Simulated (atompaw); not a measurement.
## An all-electron radial function and its pseudo partner (palladium)

Columns: radius, all-electron u(r) and pseudo u(r) of the 5p shell (level -0.31 eV) of palladium in the configuration [Kr] 4d10 5s0 5p0; PBE, scalar-relativistic, PAW (atompaw) scheme, atompaw 4.2.0.5.

```json
{"r (bohr)": "0.115", "all-electron": "-0.0254", "pseudo": "0.0007"}
{"r (bohr)": "0.231", "all-electron": "0.0651", "pseudo": "0.0029"}
{"r (bohr)": "0.346", "all-electron": "0.0562", "pseudo": "0.0065"}
{"r (bohr)": "0.462", "all-electron": "-0.0090", "pseudo": "0.0116"}
{"r (bohr)": "0.577", "all-electron": "-0.0719", "pseudo": "0.0182"}
{"r (bohr)": "0.692", "all-electron": "-0.1101", "pseudo": "0.0263"}
{"r (bohr)": "0.808", "all-electron": "-0.1213", "pseudo": "0.0360"}
{"r (bohr)": "0.923", "all-electron": "-0.1108", "pseudo": "0.0471"}
{"r (bohr)": "1.038", "all-electron": "-0.0859", "pseudo": "0.0597"}
{"r (bohr)": "1.154", "all-electron": "-0.0525", "pseudo": "0.0738"}
{"r (bohr)": "1.269", "all-electron": "-0.0156", "pseudo": "0.0892"}
{"r (bohr)": "1.385", "all-electron": "0.0225", "pseudo": "0.1060"}
{"r (bohr)": "1.500", "all-electron": "0.0595", "pseudo": "0.1236"}
{"r (bohr)": "1.615", "all-electron": "0.0946", "pseudo": "0.1422"}
{"r (bohr)": "1.731", "all-electron": "0.1277", "pseudo": "0.1615"}
{"r (bohr)": "1.846", "all-electron": "0.1581", "pseudo": "0.1811"}
{"r (bohr)": "1.962", "all-electron": "0.1861", "pseudo": "0.2009"}
{"r (bohr)": "2.077", "all-electron": "0.2113", "pseudo": "0.2204"}
{"r (bohr)": "2.192", "all-electron": "0.2343", "pseudo": "0.2394"}
{"r (bohr)": "2.308", "all-electron": "0.2552", "pseudo": "0.2578"}
{"r (bohr)": "2.423", "all-electron": "0.2739", "pseudo": "0.2750"}
{"r (bohr)": "2.538", "all-electron": "0.2907", "pseudo": "0.2911"}
{"r (bohr)": "2.654", "all-electron": "0.3059", "pseudo": "0.3060"}
{"r (bohr)": "2.769", "all-electron": "0.3193", "pseudo": "0.3193"}
{"r (bohr)": "2.885", "all-electron": "0.3314", "pseudo": "0.3314"}
{"r (bohr)": "3.000", "all-electron": "0.3420", "pseudo": "0.3420"}
```

Question: How many radial nodes do the two functions have?

Answer: The all-electron 5p function has n − l − 1 = 3; the pseudo-wave has 0, since the states of the same l below it are removed with the core.

Question: Is the pseudo-wave norm-conserving?

Answer: No, it belongs to a PAW set: the norm inside the radius is not constrained, and the difference is carried by the augmentation charge.
